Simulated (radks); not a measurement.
All-electron atom: Tl I in [Hg] 6p1 (the NIST ground configuration).

Calculated with a radial shooting solver on a logarithmic mesh with Libxc functionals: non-relativistic Kohn-Sham, LDA (Slater exchange, Perdew-Wang correlation), spin-polarised, spherical densities, point nucleus; open shells are filled with parallel spins first (spin-orbit coupling, left out, can overturn this in heavy ions); relativity is left out, which matters for an element this heavy.

Energy parts (hartree):
total: -18956.9279
kinetic: 18950.7160
electron-nucleus: -45137.5533
Hartree: 7577.0375
exchange-correlation: -347.1282

Orbitals (lengths in bohr, moments of r in powers of bohr; <r^-3> diverges for s and p1/2; r(max) is where P^2 peaks; r(90%) holds 90 % of the orbital's charge):
| orbital | occ. | eigenvalue (hartree) | r(90%) | r(max) | <r^-3> | <r^2> |
|---|---|---|---|---|---|---|
| 1s up | 1 | -2827.568 | 0.0332 | 0.01241 | - | 0.0004670 |
| 1s down | 1 | -2827.568 | 0.0332 | 0.01241 | - | 0.0004670 |
| 2s up | 1 | -474.9519 | 0.120 | 0.06740 | - | 0.007249 |
| 2s down | 1 | -474.9518 | 0.120 | 0.06740 | - | 0.007249 |
| 2p up | 3 | -457.2546 | 0.107 | 0.05223 | 18860 | 0.005341 |
| 2p down | 3 | -457.2544 | 0.107 | 0.05223 | 18860 | 0.005341 |
| 3s up | 1 | -112.5206 | 0.289 | 0.1839 | - | 0.04470 |
| 3s down | 1 | -112.5205 | 0.289 | 0.1839 | - | 0.04470 |
| 3p up | 3 | -104.0978 | 0.280 | 0.1728 | 4132 | 0.04107 |
| 3p down | 3 | -104.0976 | 0.280 | 0.1728 | 4132 | 0.04107 |
| 3d up | 5 | -88.32678 | 0.254 | 0.1355 | 739.3 | 0.03153 |
| 3d down | 5 | -88.32666 | 0.254 | 0.1355 | 739.3 | 0.03153 |
| 4s up | 1 | -24.46997 | 0.621 | 0.4086 | - | 0.2124 |
| 4s down | 1 | -24.46973 | 0.621 | 0.4086 | - | 0.2124 |
| 4p up | 3 | -20.79554 | 0.632 | 0.4072 | 989.4 | 0.2169 |
| 4p down | 3 | -20.79529 | 0.632 | 0.4072 | 989.4 | 0.2169 |
| 4d up | 5 | -14.00732 | 0.658 | 0.3985 | 157.5 | 0.2259 |
| 4d down | 5 | -14.00706 | 0.658 | 0.3985 | 157.5 | 0.2259 |
| 4f up | 7 | -4.83423 | 0.725 | 0.3524 | 35.45 | 0.2503 |
| 4f down | 7 | -4.83394 | 0.725 | 0.3524 | 35.45 | 0.2502 |
| 5s up | 1 | -3.81015 | 1.39 | 0.8933 | - | 1.063 |
| 5s down | 1 | -3.80953 | 1.39 | 0.8933 | - | 1.062 |
| 5p up | 3 | -2.59746 | 1.52 | 0.9420 | 179.3 | 1.246 |
| 5p down | 3 | -2.59668 | 1.52 | 0.9420 | 179.4 | 1.245 |
| 5d up | 5 | -0.67431 | 2.08 | 1.105 | 17.80 | 2.178 |
| 5d down | 5 | -0.67152 | 2.07 | 1.105 | 17.89 | 2.160 |
| 6s up | 1 | -0.29155 | 4.19 | 2.357 | - | 9.064 |
| 6s down | 1 | -0.27526 | 4.17 | 2.341 | - | 8.998 |
| 6p up | 1 | -0.10859 | 5.80 | 2.996 | 9.610 | 16.65 |
| 6p down | 0 | -0.09119 | 5.97 | 2.982 | 9.530 | 17.40 |

The highest occupied level is 6p up at -2.955 eV. Virial ratio -V/T = 2.00033.
